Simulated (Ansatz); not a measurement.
silicon dioxide molecule (SMILES O=[Si]=O) moved off its minimum; all values from Ansatz (an electronic-structure program), cores frozen in correlated methods.
(charge 0, multiplicity 1)
```xyz
3

O     -0.05072    -0.02222    -1.41681
Si     0.05116     0.02808    -0.04161
O     -0.00946    -0.07125     1.46609
```

Forces at HF/def2-TZVPP (eV/Å):

| atom | Fx | Fy | Fz |
|---|---|---|---|
| O1 | -0.361 | -0.054 | -9.035 |
| Si2 | -0.008 | -0.341 | 11.191 |
| O3 | 0.368 | 0.395 | -2.157 |

Q: Give the forces (eV/Å), the total energy and the dipole at CCSD(T)/aug-cc-pV(T+d)Z.

A: 
```tsv
atom	Fx	Fy	Fz
O1	-0.623	-0.208	-11.734
Si2	0.416	0.037	11.277
O3	0.207	0.172	0.457
```
Energy -439.3199 hartree, dipole 0.70 D.
